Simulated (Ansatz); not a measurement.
`[NH2][AlH][CH2]Br` and `[CH3][AlH][CH2]Br` differ in one atom or group.

Ansatz, PBE0-D4/def2-TZVP geometries, multiplicity 1. Each molecule was computed in one conformer, which needn't be the lowest.

Scalar relativity is left out up to krypton.

```json
{"property": "size of the dipole moment (B3LYP/def2-TZVPP) / D", "`[NH2][AlH][CH2]Br`": "1.87"}
{"property": "size of the dipole moment (PBE/def2-TZVPP) / D", "`[NH2][AlH][CH2]Br`": "1.81"}
{"property": "LUMO energy (PBE0/def2-TZVPP) / eV", "`[NH2][AlH][CH2]Br`": "-0.68"}
{"property": "HOMO energy (PBE/def2-TZVPP) / eV", "`[NH2][AlH][CH2]Br`": "-5.97"}
{"property": "HOMO energy (ωB97M-V/def2-TZVPP) / eV", "`[NH2][AlH][CH2]Br`": "-9.60"}
{"property": "size of the dipole moment (ωB97M-V/def2-TZVPP) / D", "`[NH2][AlH][CH2]Br`": "1.88"}
```

Problem. What does the change do to each property? (An estimate is asked.)

Solution. Computed: 
| property | `[CH3][AlH][CH2]Br` | shift |
| --- | --- | --- |
| size of the dipole moment (B3LYP/def2-TZVPP) / D | 1.42 | -0.45 |
| size of the dipole moment (PBE/def2-TZVPP) / D | 1.30 | -0.51 |
| LUMO energy (PBE0/def2-TZVPP) / eV | -1.20 | -0.52 |
| HOMO energy (PBE/def2-TZVPP) / eV | -6.01 | -0.04 |
| HOMO energy (ωB97M-V/def2-TZVPP) / eV | -9.46 | 0.14 |
| size of the dipole moment (ωB97M-V/def2-TZVPP) / D | 1.41 | -0.47 |

With PBE0 the HOMO rises by 0.06 eV and the LUMO falls by 0.52 eV, so the gap narrows by about 0.58 eV. PBE moves the HOMO by -0.04 eV and ωB97M-V by 0.14 eV. Dipoles are sizes alone; their direction can turn.

B3LYP here is the variant with VWN-RPA as its local correlation; programs differ in this.

Spin–orbit coupling is left out; it splits and shifts lone-pair levels of the heavy atoms by tenths of an eV.
